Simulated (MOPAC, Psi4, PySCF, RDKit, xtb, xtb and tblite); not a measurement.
Conformational energy of SMILES c1csc(-c2ccc(-c3cccs3)s2)c1, singlet. Scanned: dihedral S3–C4–C5–S14; all other coordinates were relaxed at GFN2-xTB. Points at φ and −φ are mirror images.

Geometry of the scan point at -120° (Å):
```
23

C      4.5771    -0.0371    -1.3181
C      5.0921     0.2915    -0.1061
S      3.8694     0.5592     1.0708
C      2.6233     0.2510    -0.1071
C      1.2364     0.2359     0.2802
C      0.5357     1.1966     0.9571
C     -0.7827     0.8210     1.2528
C     -1.0934    -0.4472     0.8323
C     -2.3308    -1.1458     0.9649
C     -2.6413    -2.4147     0.5495
C     -3.9659    -2.7849     0.8471
C     -4.6551    -1.8028     1.4843
S     -3.7003    -0.3964     1.7376
S      0.2721    -1.1968     0.0548
C      3.1679    -0.0784    -1.3158
H      5.1783    -0.2443    -2.1852
H      6.1209     0.3949     0.1763
H      0.9594     2.1519     1.2118
H     -1.4904     1.4535     1.7588
H     -1.9337    -3.0513     0.0485
H     -4.3879    -3.7419     0.5975
H     -5.6711    -1.8128     1.8252
H      2.5710    -0.3206    -2.1769
```

- GFN2-xTB (xtb and tblite)
- MMFF94 // GFN2-xTB (RDKit)
- B3LYP/def2-SVP // GFN2-xTB (Psi4)
- B3LYP-D3(BJ)/def2-SVP // GFN2-xTB (Psi4)
- PBE/def2-SVP // GFN2-xTB (Psi4)
- PBE-D3(BJ)/def2-SVP // GFN2-xTB (Psi4)
- UFF // GFN2-xTB (RDKit)
- AM1, restricted, heats of formation // GFN2-xTB (MOPAC)
- GFN1-xTB // GFN2-xTB (xtb)
- RKS-B3LYP/6-31G* = restricted B3LYP/6-31G*, spherical d, density fitting // GFN2-xTB (PySCF)
- RHF/LANL2DZ = PySCF with restricted Hartree-Fock/LANL2DZ, with its core potentials past Ne // GFN2-xTB

Least-squares fit of E(φ) = a0 + Σ (a_n cos nφ + b_n sin nφ), n = 1 to 4, to the 12 scan points, in kJ/mol above the lowest point of each profile (levels whose profile four harmonics don't fit are not listed):

| method | a0 | a1 | b1 | a2 | b2 | a3 | b3 | a4 | b4 | rms of fit |
|---|---|---|---|---|---|---|---|---|---|---|
| GFN2-xTB | 12.51 | 2.43 | 0.00 | -10.56 | 0.00 | 0.46 | 0.00 | 1.09 | 0.00 | 0.11 |
| MMFF94 | 4.50 | 1.90 | 0.00 | -3.51 | 0.00 | 0.49 | 0.00 | 1.45 | 0.00 | 0.15 |
| B3LYP/def2-SVP | 5.81 | 1.32 | 0.00 | -5.97 | 0.00 | 0.27 | 0.00 | 2.07 | 0.00 | 0.20 |
| B3LYP-D3(BJ)/def2-SVP | 6.36 | 1.32 | 0.00 | -6.68 | 0.00 | 0.20 | 0.00 | 2.21 | 0.00 | 0.23 |
| PBE/def2-SVP | 6.88 | 0.90 | 0.00 | -7.60 | 0.00 | 0.16 | 0.00 | 2.16 | 0.00 | 0.24 |
| PBE-D3(BJ)/def2-SVP | 7.16 | 0.94 | 0.00 | -7.93 | 0.00 | 0.13 | 0.00 | 2.23 | 0.00 | 0.26 |
| UFF | 14.24 | -2.15 | 0.00 | -15.22 | 0.00 | 0.82 | 0.00 | 2.99 | 0.00 | 0.54 |
| AM1 | 1.87 | -0.50 | 0.00 | -1.96 | 0.00 | 0.15 | 0.00 | 0.05 | 0.00 | 0.27 |
| GFN1-xTB | 10.63 | 0.23 | 0.00 | -11.10 | 0.00 | 0.20 | 0.00 | 0.98 | 0.00 | 0.09 |
| RKS-B3LYP/6-31G* | 5.29 | 1.53 | 0.00 | -5.16 | 0.00 | 0.45 | 0.00 | 2.13 | 0.00 | 0.18 |
| RHF/LANL2DZ | 5.45 | 3.32 | 0.00 | -2.15 | 0.00 | 1.08 | 0.00 | 1.14 | 0.00 | 0.13 |
